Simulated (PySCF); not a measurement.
B3LYP has the VWN-RPA correlation part, as in Gaussian. 

```xyz
8

C      2.0514     0.3470     0.5877
C      0.9422    -0.0078     0.2719
Si    -0.7346    -0.5375    -0.2282
O     -1.8009     0.7087    -0.1598
H      3.0314     0.6573     0.8709
H     -0.6228    -1.0966    -1.5992
H     -1.2374    -1.5584     0.7141
H     -1.5829     1.5111    -0.6356
```

Charge 0, multiplicity 1.

**Question.** Give the Mulliken and meta-Löwdin atomic charges from B3LYP-D3(BJ)/def2-TZVP // PBE0-D4/def2-TZVP (PySCF).

**Answer.** 
| atom | Mulliken (e) | meta-Löwdin (e) |
|---|---|---|
| C1 | -0.15 | -0.15 |
| C2 | -0.21 | -0.32 |
| Si3 | 0.49 | 0.92 |
| O4 | -0.52 | -0.75 |
| H5 | 0.19 | 0.17 |
| H6 | -0.07 | -0.13 |
| H7 | -0.05 | -0.11 |
| H8 | 0.32 | 0.35 |
